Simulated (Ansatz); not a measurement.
Ansatz (a program for electronic structure) input:

Ansatz 0.2 input:
```yaml
crystal:
  periodic: [false, false, false]
  atoms:
    - {symbol: B, position_ang: [0.65678771, 0.52264725, 0.14110167]}
    - {symbol: F, position_ang: [1.16914149, 1.25053842, -0.82098580]}
    - {symbol: C, position_ang: [-0.55529726, -0.43707369, -0.13540889]}
    - {symbol: F, position_ang: [-0.97676597, -1.13610807, 0.99175585]}
    - {symbol: H, position_ang: [-0.27938564, -1.16432713, -0.91029487]}
    - {symbol: H, position_ang: [-1.40414894, 0.14365984, -0.51969064]}
basis:
  gaussian:
    orbitals: def2-TZVP
hamiltonian:
  xc: b3lyp
  dispersion: d3bj
magnetization: {spin_polarized: true, initial_magnetization: 1}
phonons: {temperatures: {t_min: 298.15, t_max: 298.15, t_step: 100}}
```

Problem. Which total energy does the run end on?

Solution. -263.93526 Eh (B3LYP-D3(BJ)/def2-TZVP). The basis has 136 functions.

It need not be the lowest isomer of its formula.
